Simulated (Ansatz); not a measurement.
A trace of molecular dynamics of BClFH2N (6 atoms, charge 0, multiplicity 1).

The calculation used RKS PBE-D4/def2-SVP (Ansatz).

| Property | Result |
| --- | --- |
| ensemble | NVT, Nosé–Hoover chain |
| set temperature | 500 K |
| thermostat | time constant 300 fs, chain length 3 |
| seed | 223809 |

| time (fs) | T (K) | potential energy less start (eV) | conserved less start (meV/atom) |
| --- | --- | --- | --- |
| 0.0 | 500 | 0.000 | 0.00 |
| 5.0 | 1027 | 1.240 | 252.08 |
| 10.0 | 2251 | 0.209 | 185.74 |
| 15.0 | 242965 | 7.343 | 22476.01 |
| 20.0 | 193875 | 8.505 | 22544.67 |
| 25.0 | 132451 | 9.525 | 22547.99 |
| 30.0 | 93978 | 10.269 | 22542.26 |
| 35.0 | 73218 | 10.292 | 22565.09 |
| 40.0 | 59728 | 9.545 | 22564.52 |
| 45.0 | 48946 | 8.670 | 22556.89 |
| 50.0 | 40093 | 7.665 | 22524.15 |
| 55.0 | 39602 | 10.536 | 23755.61 |
| 60.0 | 26979 | 12.823 | 23720.49 |
| 65.0 | 20464 | 13.307 | 23715.83 |
| 70.0 | 15275 | 13.971 | 23719.38 |
| 75.0 | 12614 | 13.830 | 23716.97 |
| 80.0 | 10432 | 13.730 | 23712.35 |
| 85.0 | 8223 | 14.002 | 23717.70 |
| 90.0 | 7255 | 13.732 | 23711.98 |
| 95.0 | 5569 | 14.066 | 23717.52 |
| 100.0 | 5335 | 13.671 | 23709.61 |

Is this trajectory sound?

The conserved energy changed by up to 24000 meV per atom, so the integration failed: the time step of 2.5 fs is too long for the fastest motions that this run met, and the later frames carry no physical meaning.

Time of the run: 66 s on 1 thread of Arm Neoverse V2 (shared host), peak memory 0.11 GiB.
